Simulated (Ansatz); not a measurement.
`BBO` + `[OH][AlH2]` → `BB[O][AlH2]` + H₂O at 600 K and 1 bar (ligand exchange at a B–O bond).

Gas-phase electronic energies from Ansatz, PBE0-D4/def2-TZVP geometries. CCSD(T)/CBS adds triple-zeta CCSD(T) − MP2 to the extrapolated MP2 energy (def2 sets, frozen cores). This one scheme is used for every species. Each species was taken in one conformer, which may not be the lowest.

| species | CCSD(T)/CBS energy (Eh) | H − E (kJ/mol) | S (J/(mol·K)) |
| --- | --- | --- | --- |
| `BBO` | -127.16606 | 163.4 | 327.8 |
| `[OH][AlH2]` | -319.03157 | 103.2 | 300.4 |
| `BB[O][AlH2]` | -369.81813 | 189.7 | 422.5 |
| H₂O | -76.37941 | 76.8 | 212.8 |

H − E and S are ideal-gas, rigid-rotor, harmonic terms from PBE0-D4/def2-TZVP, for one conformer and one mirror image of each species. 1 Eh = 2625.50 kJ/mol, R = 8.31446 J/(mol·K).

Task: By hand: ΔE, ΔH, ΔS and ΔG.

Result: ΔE = (-369.81813) + (-76.37941) − (-127.16606) − (-319.03157) = 0.00009 Eh = 0.2 kJ/mol. Δ(H − E) = 189.7 + 76.8 − 163.4 − 103.2 = -0.1, so ΔH = 0.1 kJ/mol. ΔS = 422.5 + 212.8 − 327.8 − 300.4 = 7.1 J/(mol·K). ΔG = 0.1 − 600 × (7.1)/1000 = -4.2 kJ/mol.

Task: By hand: the equilibrium constant, and the temperature at which ΔG would vanish if ΔH and ΔS stayed fixed.

Result: log₁₀ K = −ΔG/(RT ln 10) = 0.4. ΔG = 0 at ΔH/ΔS = 14 K, though so small a ΔH makes that figure unsure.

TΔS isn't small against ΔH here. The sign of ΔG lies within the doubt. A doubt of 5 kJ/mol in ΔE shifts log₁₀ K by 0.4 here. Other conformers and mirror images would add mixing entropy, several J/(mol·K) or more a flexible species. These are equilibria of isolated gas molecules and say nothing of rates. Largest T1 diagnostic: 0.014 (customary marks: 0.02 for closed shells, 0.045 for open ones).
